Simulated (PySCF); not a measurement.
C2H3O2, multiplicity 2. Atoms are numbered in the order given.

```xyz
7

C     -0.4412    -1.3984     0.0000
O      0.6404    -0.5739     0.0000
C      0.4471     0.7701     0.0000
O     -0.6199     1.3138     0.0000
H     -1.4373    -0.9593     0.0000
H     -0.1986    -2.4576     0.0000
H      1.4366     1.2678     0.0000
```
Charge 0, spin multiplicity 2.

Coordinates come from a B3LYP-D3(BJ)/def2-SVP optimisation. The isomer is the one that the SMILES or the coordinates give; other isomers of the formula were not compared. One conformer was computed; it need not be the lowest.

These are TDA-PBE/def2-SVPD in PySCF values and carry that method's errors.

Vertical excitations. 

| state | energy (eV) | λ (nm) | f | main pairs |
|---|---|---|---|---|
| root 1 | 3.81 | 325 | 0.000 | β HOMO→LUMO 99 % |
| root 2 | 3.92 | 316 | 0.072 | α HOMO→LUMO 93 % |
| root 3 | 5.11 | 243 | 0.010 | α HOMO→LUMO+1 100 % |
| root 4 | 5.45 | 228 | 0.000 | α HOMO−1→LUMO 79 %, β HOMO→LUMO+1 20 % |
| root 5 | 5.65 | 219 | 0.007 | α HOMO→LUMO+2 99 % |
| root 6 | 5.80 | 214 | 0.000 | β HOMO−2→LUMO 96 % |
| root 7 | 5.83 | 213 | 0.076 | α HOMO−3→LUMO 5 %, β HOMO−1→LUMO 86 % |
| root 8 | 6.09 | 204 | 0.002 | α HOMO−1→LUMO 20 %, β HOMO→LUMO+1 79 % |
| root 9 | 6.18 | 201 | 0.001 | α HOMO→LUMO+3 97 % |
| root 10 | 6.41 | 193 | 0.001 | α HOMO→LUMO+4 99 % |
Unrestricted roots are not spin-pure.
